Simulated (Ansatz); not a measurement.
`[Cl][Al]([Cl])[GeH3]`. The species carries charge 0 and has multiplicity 1.

Cartesian coordinates in Å:
```
Cl -0.7957 2.0610 -2.0075
Al 0.2330 1.2444 -0.3815
Cl 1.6178 2.4784 0.5812
Ge -0.1872 -1.0640 0.3411
H -1.6685 -1.2386 0.7163
H 0.1261 -2.0407 -0.8051
H 0.6745 -1.4405 1.5556
```

(1) What are the harmonic wavenumbers in cm⁻¹ at PBE0-D4/def2-TZVP (Ansatz, finite differences of forces, unscaled)? (An estimate is asked.)

(2) Is this a minimum?

(3) Give the ideal-gas thermochemistry at 298.15 K and 1 bar (rigid rotor, harmonic oscillator; point group Cs, symmetry number 1).

## Answers

(1) Computed: 23, 83, 125, 153, 269, 419, 427, 526, 593, 780, 880, 881, 2142, 2150, 2160.

(2) Yes, all 15 modes are real.

(3) Zero-point energy 69.5 kJ/mol; H(298) − E = 91.4 kJ/mol; entropy 384.3 J/(mol·K), of which translation 173.2, rotation 124.1, vibration 87.0; G(298) − E = -23.1 kJ/mol. Modes under 100 cm⁻¹ are hindered rotations or soft bends, so the harmonic entropy is rough.
